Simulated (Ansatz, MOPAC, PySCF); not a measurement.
Stepwise substitution at one centre (Al CH3-SH). All species are isolated molecules in the gas phase. One relaxed conformer stands for each flexible species; it need not be the lowest. Strings in code marks are SMILES.

Quantity: vertical ionisation energy (energy after one electron is removed minus that of the parent at the parent's geometry), in eV.

Level 1: frozen-core CCSD(T)/cc-pVTZ // CAM-B3LYP-D3(BJ)/def2-TZVP (Ansatz, a quantum-chemistry and plane-wave program)
Level 2: minus the HOMO energy of HF/STO-3G // CAM-B3LYP-D3(BJ)/def2-TZVP (PySCF)
Level 3: minus the HOMO energy of PM3 // CAM-B3LYP-D3(BJ)/def2-TZVP (MOPAC)
Level 4: HF/cc-pVTZ // CAM-B3LYP-D3(BJ)/def2-TZVP (Ansatz)

```
species                                         level 2  level 3  level 4
----------------------------------------------  -------  -------  -------
`[SH][Al]([SH])[SH]`                               6.85     9.94     9.07
`[CH3][Al]([CH3])[SH]` (C–Al–S–H torsion 179°)     6.62    10.05     8.64
```

**Question.** What does level 1 give for each?

**Answer.** 
- `[SH][Al]([SH])[SH]`: 9.99
- `[CH3][Al]([CH3])[SH]` (C–Al–S–H torsion 179°): 9.76
